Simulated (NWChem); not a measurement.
# ScH2O2F; SMILES [OH][Sc]([OH])[F]

```xyz
6

Sc     0.0018     0.0045     0.0000
F      1.8269     0.2005     0.0000
O     -0.6701    -1.7376     0.0000
H     -1.4064    -2.3566     0.0000
O     -1.1085     1.4977     0.0000
H     -1.3685     2.4230     0.0000
```
Atoms are numbered in this order, from 1.

Level: B3LYP/6-31G* (spherical d) (NWChem), optimised geometry, unscaled harmonic frequencies. B3LYP is NWChem's, with the RPA form of VWN correlation.

Q: List the harmonic frequencies with IR intensities, and the thermochemistry.

A: 
```json
[
 {"frequency (cm⁻¹)": "94", "IR intensity (km/mol)": "20.2"},
 {"frequency (cm⁻¹)": "151", "IR intensity (km/mol)": "55.0"},
 {"frequency (cm⁻¹)": "169", "IR intensity (km/mol)": "34.8"},
 {"frequency (cm⁻¹)": "204", "IR intensity (km/mol)": "75.7"},
 {"frequency (cm⁻¹)": "287", "IR intensity (km/mol)": "220.8"},
 {"frequency (cm⁻¹)": "385", "IR intensity (km/mol)": "46.3"},
 {"frequency (cm⁻¹)": "411", "IR intensity (km/mol)": "353.6"},
 {"frequency (cm⁻¹)": "666", "IR intensity (km/mol)": "13.6"},
 {"frequency (cm⁻¹)": "751", "IR intensity (km/mol)": "232.1"},
 {"frequency (cm⁻¹)": "769", "IR intensity (km/mol)": "260.7"},
 {"frequency (cm⁻¹)": "3881", "IR intensity (km/mol)": "122.7"},
 {"frequency (cm⁻¹)": "3896", "IR intensity (km/mol)": "123.0"}
]
```

```json
{
 "zero_point_energy": "16.7 kcal/mol",
 "thermal correction to the enthalpy at 298.15 K (with zero-point energy)": "21.5 kcal/mol",
 "heat capacity Cv": "20.5 cal/(mol K)",
 "entropy at 298.15 K and 1 atm (symmetry number 1)": "80.5 cal/(mol K)",
 "dipole_moment": "2.39 D"
}
```

Rigid rotor and harmonic oscillator; modes under 100 cm⁻¹ make the entropy uncertain.
